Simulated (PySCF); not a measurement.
CBr, SMILES [C]Br (connectivity only; charge and spin as stated), neutral, multiplicity 2. Geometry: PBE-D3(BJ)/def2-TZVPD.

Method: PySCF 2.14.0 with PBE-D3(BJ)/def2-TZVPD.

Harmonic wavenumbers (cm⁻¹): 715. Rotational constants (GHz): 14.44 (linear); symmetry number 1.

**Question.** Work out the zero-point energy and the ideal-gas rigid-rotor harmonic-oscillator thermochemistry at 298.15 K and 1 atm.

**Answer.** ZPE = ½ Σ hcν = ½ × 715 cm⁻¹ = 4.28 kJ/mol. H − E(el) = 13.24 kJ/mol. Entropy in J/(mol K): translation 165.13, rotation 58.73, vibration 1.21, spin 5.76, total 230.83. G − E(el) = -55.59 kJ/mol. Cp = 32.45 J/(mol K).
